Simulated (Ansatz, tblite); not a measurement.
Removing and adding an electron: NbSF₃. Charge 0, multiplicity 1. Geometry: PBE-D4/def2-SVP. Ansatz, gas phase; energy differences of separate SCF runs; the oxidised species was run as a doublet alone; the reduced species was run as a doublet alone.

Cartesian coordinates in Å:
```
Nb -0.079 0.042 -0.001
S 1.823 -0.965 0.026
F -1.153 -0.806 -1.267
F 0.227 1.822 -0.463
F -0.818 -0.092 1.705
```

In the def2 sets Nb takes a core potential; there is no spin–orbit coupling. The xTB rows come from tblite. HOMO above LUMO, or a gap near zero within one spin, warns that the state may not be the lowest or that an electron is smeared out.

```json
{"level": "PBE-D4/def2-TZVP", "−HOMO (eV)": "7.32", "vertical IE (eV)": "10.60", "−LUMO (eV)": "3.66", "vertical EA (eV)": "–", "HOMO–LUMO gap (eV)": "3.66", "IE − EA (eV)": "–", "remarks": "–"}
{"level": "r2SCAN-D4/def2-TZVP", "−HOMO (eV)": "7.64", "vertical IE (eV)": "10.68", "−LUMO (eV)": "3.65", "vertical EA (eV)": "–", "HOMO–LUMO gap (eV)": "3.99", "IE − EA (eV)": "–", "remarks": "–"}
{"level": "r2SCAN-D4/def2-TZVPD", "−HOMO (eV)": "7.62", "vertical IE (eV)": "–", "−LUMO (eV)": "3.63", "vertical EA (eV)": "0.72", "HOMO–LUMO gap (eV)": "3.99", "IE − EA (eV)": "–", "remarks": "HOMO above zero (-1 doublet)"}
{"level": "PBE0-D4/def2-TZVPD", "−HOMO (eV)": "8.57", "vertical IE (eV)": "–", "−LUMO (eV)": "2.96", "vertical EA (eV)": "1.01", "HOMO–LUMO gap (eV)": "5.61", "IE − EA (eV)": "–", "remarks": "HOMO above zero (-1 doublet)"}
```

Question: Estimate the rows for GFN1-xTB, GFN2-xTB, PBE-D4/def2-TZVPD, PBE0-D4/def2-TZVP.

Answer: 
```json
{"level": "GFN1-xTB", "−HOMO (eV)": "11.81", "vertical IE (eV)": "15.17", "−LUMO (eV)": "9.65", "vertical EA (eV)": "6.54", "HOMO–LUMO gap (eV)": "2.15", "IE − EA (eV)": "8.63", "remarks": "–"}
{"level": "GFN2-xTB", "−HOMO (eV)": "12.86", "vertical IE (eV)": "16.12", "−LUMO (eV)": "10.24", "vertical EA (eV)": "7.06", "HOMO–LUMO gap (eV)": "2.62", "IE − EA (eV)": "9.06", "remarks": "–"}
{"level": "PBE-D4/def2-TZVPD", "−HOMO (eV)": "7.33", "vertical IE (eV)": "–", "−LUMO (eV)": "3.68", "vertical EA (eV)": "0.60", "HOMO–LUMO gap (eV)": "3.65", "IE − EA (eV)": "–", "remarks": "HOMO above zero (-1 doublet), gap within one spin near zero (-1 doublet)"}
{"level": "PBE0-D4/def2-TZVP", "−HOMO (eV)": "8.58", "vertical IE (eV)": "10.75", "−LUMO (eV)": "2.96", "vertical EA (eV)": "–", "HOMO–LUMO gap (eV)": "5.62", "IE − EA (eV)": "–", "remarks": "–"}
```

   A HOMO above zero means that the electron is unbound at that level or that self-interaction error raises the level; the energy of removing that electron tells which. Raw xTB energy differences between charge states are shifted by several eV; the methods need an empirical correction for them.
